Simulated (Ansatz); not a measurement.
Reactions of C2H8Sn (`[CH3][SnH2][CH3]`).

Program: Ansatz. Geometries: PBE0-D4/def2-TZVP. ΔE: electronic, gas phase. CBS: MP2 limit from def2 TZ/QZ plus the TZ coupled-cluster correction, frozen cores. This one scheme is used for every species. def2 core potentials past Kr. For Cd, Ga, Se, Sn outer-core shells are correlated without core-valence functions, which leaves a few kJ/mol of doubt a bond. Scalar relativity is left out up to krypton. Each species was taken in one conformer, which may not be the lowest.

(1) Order these by ΔE at CCSD(T)/CBS, lowest first. (An estimate is asked.)
A. `[CH3][SnH2][CH3]` + `C=CF` → `C=[C](F)[SnH2][CH3]` + CH₄
B. `[CH3][SnH2][CH3]` + `CC(=O)[SeH]` → `C[Se]C(C)=O` + `[CH3][SnH3]`
C. `[CH3][SnH2][CH3]` + `C=CF` → `[CH3][SnH2]/[CH]=C\F` + CH₄
D. `[CH3][SnH2][CH3]` + `[OH][AlH2]` → `[CH3][SnH2][O][AlH2]` + CH₄
E. `[CH3][SnH2][CH3]` + `[GaH3]` → `[CH3][SnH2][GaH2]` + CH₄
F. `[CH3][SnH2][CH3]` + `[SiH3]Cl` → `[CH3][SnH2][SiH2]Cl` + CH₄
G. `[CH3][SnH2][CH3]` + `[NH2][Cd][OH]` → `C[O][Cd][NH2]` + `[CH3][SnH3]`

Largest T1 diagnostic: 0.016, for `C[O][Cd][NH2]`.

Results:

(1) E (-78.0 kJ/mol), D (-60.1 kJ/mol), F (-46.5 kJ/mol), C (-16.8 kJ/mol), A (-3.3 kJ/mol), B (+31.4 kJ/mol), G (+99.0 kJ/mol).
